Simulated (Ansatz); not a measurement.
Kohn–Sham single points on CH3F3SZr, SMILES `C[S][Zr]([F])([F])[F]`.

```yaml
crystal:
  periodic: [false, false, false]
  atoms:
    - {symbol: C, position_ang: [0.153873, -1.305603, 0.784699]}
    - {symbol: S, position_ang: [1.421194, -0.648194, -0.357984]}
    - {symbol: Zr, position_ang: [-0.021413, 1.228785, -0.807105]}
    - {symbol: F, position_ang: [-1.669265, 0.570188, -1.487049]}
    - {symbol: F, position_ang: [0.819384, 2.386644, -2.046813]}
    - {symbol: F, position_ang: [-0.379475, 2.118330, 0.833645]}
    - {symbol: H, position_ang: [-0.166539, -2.283441, 0.429793]}
    - {symbol: H, position_ang: [0.586738, -1.387123, 1.780074]}
    - {symbol: H, position_ang: [-0.744497, -0.679586, 0.870750]}
basis:
  gaussian: {orbitals: def2-TZVPP}
hamiltonian: {xc: hse06, dispersion: d4}
output: {orbitals: {seedname: orbitals}}
```

```sh
$ ansatz run in.yaml --threads 4 --pin off --events-out ev --progress --plain --max-ram 11315MiB
```

It prints (some lines left out):

```
Functional definition: HSE06
1530 factors; their error is unknown
111 factors; integrals over basis functions are off by at most 1.4e-6 eV
mean field evaluation 1: about -21341.7508 eV, gradient 7.6e1 eV
mean field evaluation 2: about -21304.3955 eV, gradient 1.7e2 eV
mean field evaluation 4: about -21351.2927 eV, gradient 8.7e0 eV
mean field evaluation 8: about -21351.4548 eV, gradient 2.7e-1 eV
mean field evaluation 16: about -21351.5172 eV, gradient 2.4e-4 eV
mean field -21351.51718717 eV, -784.6537840503 hartree, gradient 5.7e-5 eV, S^2 0.000000; 0 other end points of the search recorded, 0 dependent functions left out
reference -21351.51726055 eV, -784.6537867472 hartree; 32, 32 occupied and 232, 232 virtual orbitals, 1530 factors
Total energy: -21351.69461997 eV, -784.6603045853 hartree
```

It took 4.4 s on 4 threads of an Arm Neoverse V2 on a shared host, with 0.8 GiB of host memory at the peak.

Changing it to `hamiltonian: {xc: {name: PBE-QIDH}}` (abridged; 8 s):

```
Functional definition: PBE-QIDH
mean field evaluation 16: about -21332.3357 eV, gradient 5.0e-4 eV
mean field -21332.33573135 eV, -783.9488785507 hartree, gradient 2.1e-6 eV, S^2 0.000000
9 core orbitals not correlated: weight in the atoms' cores, before any rotation towards them, 1.000 or more for the frozen orbitals, at most 0.000 for the correlated occupied ones
second order -44.47206626 eV of doubles, -0.00000000 eV of singles
Total energy: -21347.15977450 eV, -784.4936520883 hartree
```

With the line `hamiltonian: {xc: r2scan, dispersion: d4}` and forces (abridged; 7.5 s):

```
Functional definition: r2SCAN
mean field evaluation 16: about -21361.5417 eV, gradient 5.1e-3 eV
mean field -21361.54171795 eV, -785.0221787616 hartree, gradient 2.1e-5 eV, S^2 0.000000
Total energy: -21361.59442524 eV, -785.0241157188 hartree
Atom 0 force    -0.110626    -0.073780     0.111882 eV/Å
Atom 1 force     0.204718    -0.053540    -0.078010 eV/Å
Atom 2 force    -0.001319    -0.006870     0.003981 eV/Å
Atom 3 force    -0.122516    -0.047643    -0.046188 eV/Å
Atom 4 force     0.058466     0.088017    -0.091151 eV/Å
Atom 5 force    -0.029514     0.063283     0.121040 eV/Å
Atom 6 force     0.002321     0.017073     0.013291 eV/Å
Atom 7 force    -0.014393    -0.003212    -0.015781 eV/Å
Atom 8 force     0.012863     0.016671    -0.019064 eV/Å
Dipole moment:    -0.085815    -0.274223     0.230789 e Å
```

The same input with `hamiltonian: {xc: {name: B97M-V}}` (abridged; 14 s):

```
Functional definition: B97M-V
mean field evaluation 16: about -21360.1129 eV, gradient 4.5e-4 eV
mean field -21360.11292954 eV, -784.9696717560 hartree, gradient 1.7e-5 eV, S^2 0.000000
Total energy: -21360.11303693 eV, -784.9696757025 hartree
```

The same input with `hamiltonian: {xc: {name: BHLYP}, dispersion: d4}` (abridged; 4.3 s):

```
Functional definition: BHLYP
mean field evaluation 16: about -21359.0447 eV, gradient 2.1e-4 eV
mean field -21359.04466829 eV, -784.9304138793 hartree, gradient 6.6e-5 eV, S^2 0.000000
Total energy: -21359.35175161 eV, -784.9416989829 hartree
```

With the line `hamiltonian: {xc: {name: revPBE}, dispersion: d4}` (abridged; 2.7 s):

```
Functional definition: revPBE
mean field evaluation 16: about -21361.4218 eV, gradient 1.1e-3 eV
mean field -21361.42182012 eV, -785.0177725976 hartree, gradient 8.2e-5 eV, S^2 0.000000
Total energy: -21361.98532596 eV, -785.0384810554 hartree
```

HSE06 is the plane-wave form, built on full-range PBE exchange.
